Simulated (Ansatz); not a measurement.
Input file for `FC[SiH]([SiH3])S`:

```yaml
crystal:
  periodic: [false, false, false]
  atoms:
    - {symbol: F, position_ang: [-2.032778, 1.137515, 0.994564]}
    - {symbol: C, position_ang: [-0.817323, 1.583710, 0.486027]}
    - {symbol: Si, position_ang: [-0.081205, 0.245014, -0.641740]}
    - {symbol: Si, position_ang: [0.202322, -1.769577, 0.511417]}
    - {symbol: S, position_ang: [1.825472, 1.054722, -1.214298]}
    - {symbol: H, position_ang: [-0.150064, 1.801102, 1.326129]}
    - {symbol: H, position_ang: [-0.995102, 2.516429, -0.058923]}
    - {symbol: H, position_ang: [-0.967431, 0.067420, -1.824729]}
    - {symbol: H, position_ang: [1.035383, -2.682500, -0.318813]}
    - {symbol: H, position_ang: [0.911222, -1.506163, 1.791640]}
    - {symbol: H, position_ang: [-1.100330, -2.428997, 0.791191]}
    - {symbol: H, position_ang: [2.246835, -0.073778, -1.808564]}
basis:
  gaussian: {orbitals: def2-SVP}
correlation: {method: ccsd_t}
```

```sh
$ ansatz run in.yaml --threads 4 --pin off --events-out ev --progress --plain
```

Output of Ansatz, abridged:

```
Functional definition: HF
1130 factors; integrals over basis functions are off by at most 1.2e-3 eV
mean field evaluation 1: about -30375.7773 eV, gradient 2.5e1 eV
mean field evaluation 2: about -30375.8240 eV, gradient 2.5e1 eV
mean field evaluation 4: about -30377.9503 eV, gradient 3.6e0 eV
mean field evaluation 8: about -30377.9939 eV, gradient 1.7e-1 eV
mean field -30377.99405059 eV, -1116.3706904153 hartree, gradient 1.4e-6 eV, S^2 0.000000; 0 other end points of the search recorded, 0 dependent functions left out
17 core orbitals not correlated: weight in the atoms' cores, before any rotation towards them, 1.000 or more for the frozen orbitals, at most 0.000 for the correlated occupied ones
reference -30377.99405059 eV, -1116.3706904153 hartree; 16, 16 occupied and 84, 84 virtual orbitals, 1130 factors
second order -17.75244624 eV of doubles, -0.00000000 eV of singles
cycle   1  -19.01413208 eV  change    -1.3e0 eV  update   1.0e-1
cycle   2  -19.56986042 eV  change   -5.6e-1 eV  update   3.1e-2
cycle   3  -19.66720435 eV  change   -9.7e-2 eV  update   1.4e-2
cycle   4  -19.66494904 eV  change    2.3e-3 eV  update   3.4e-3
cycle   5  -19.66339814 eV  change    1.6e-3 eV  update   1.3e-3
cycle   6  -19.66314690 eV  change    2.5e-4 eV  update   3.9e-4
cycle   7  -19.66299634 eV  change    1.5e-4 eV  update   1.2e-4
cycle   8  -19.66296808 eV  change    2.8e-5 eV  update   4.3e-5
cycle   9  -19.66297900 eV  change   -1.1e-5 eV  update   1.6e-5
perturbative correction -0.49381200 eV, -0.0181472561 hartree
Total energy: -30398.15084158 eV, -1117.1114388215 hartree
```

It took 6.5 s on 4 threads of a server CPU on a shared host, with 0.57 GiB of host memory at the peak.

The correlation energy is -20.157 eV, 2.4 % of it from (T); the T1 diagnostic reads 0.0112.
